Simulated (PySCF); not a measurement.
Predicted microwave data (PBE0-D3(BJ)/def2-SVP geometry optimisation, gas phase in PySCF 2.14.0) for one isomer of C2H7BO2Si:

```
Rotational constants : A = 5890, B = 2551, C = 1894 MHz
Dipole components    : |μa| = 0.52 D, |μb| = 0.51 D, |μc| = 0.25 D
Inertial defect      : -17.11 u·Å²
κ                    : -0.67
```

**Question.** Which candidate fits, each taken in the one conformer that was computed?
A. `[OH:1][B:2]1[CH2:3][O:4][CH2:5][SiH2:6]1` with H–O1–B2–C3 2°, O1–B2–C3–O4 -165°, B2–C3–O4–C5 -45°, C3–O4–C5–Si6 50°, O4–C5–Si6–B2 -30°
B. `[BH2:1][C@H:2]1[CH2:3][O:4][SiH2:5][O:6]1` with H–B1–C2–C3 -138° and 46°, B1–C2–C3–O4 166°, C2–C3–O4–Si5 -26°, C3–O4–Si5–O6 10°, O4–Si5–O6–C2 11°

**Answer.** B. It is B[C@H]1CO[SiH2]O1, an asymmetric top, point group C1. The candidates at the same level (rigid rotor, commonest isotopes):

| SMILES | A (MHz) | B (MHz) | C (MHz) | μa (D) | μb (D) | μc (D) | Δ (u·Å²) | point group | rotor |
| --- | --- | --- | --- | --- | --- | --- | --- | --- | --- |
| OB1COC[SiH2]1 | 3982 | 2645 | 1686 | 1.68 | 1.20 | 0.86 | -18.17 | C1 | asymmetric top |
| B[C@H]1CO[SiH2]O1 | 5890 | 2551 | 1894 | 0.52 | 0.51 | 0.25 | -17.11 | C1 | asymmetric top |

`OB1COC[SiH2]1` has A 32 % too low. No structure here is proved a minimum.
